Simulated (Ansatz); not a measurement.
Wavefunction ladder for CHF$_{2}$NSi (`FC1=N[SiH]1F`)

```xyz
6

F     0.595    1.625    1.559
C     0.391    0.680    0.675
N     1.263    0.081   -0.036
Si   -0.367   -0.482   -0.393
F    -1.052   -0.074   -1.757
H    -0.830   -1.831   -0.048
```

Total charge 0; spin multiplicity 1. Geometry: relaxed with PBE0-D4/def2-TZVP. Frozen core, restricted reference, Ansatz. CBS rows extrapolate triple and quadruple zeta; past MP2 they add the triple-zeta difference.

| basis | HF (Eh) | MP2 corr. | CCSD corr. | (T) | CCSD(T) total |
| --- | --- | --- | --- | --- | --- |
| def2-SVP | -580.37636 | -0.73887 | -0.75581 | -0.02219 | -581.15436 |
| def2-TZVPP | -580.85853 | -0.94859 | -0.95738 | -0.03848 | -581.85439 |
| def2-QZVPP | -580.88118 | -1.02935 | – | – | – |
| CBS(def2) | -580.88430 | -1.08918 | -1.09797 | as TZ | -582.02075 |
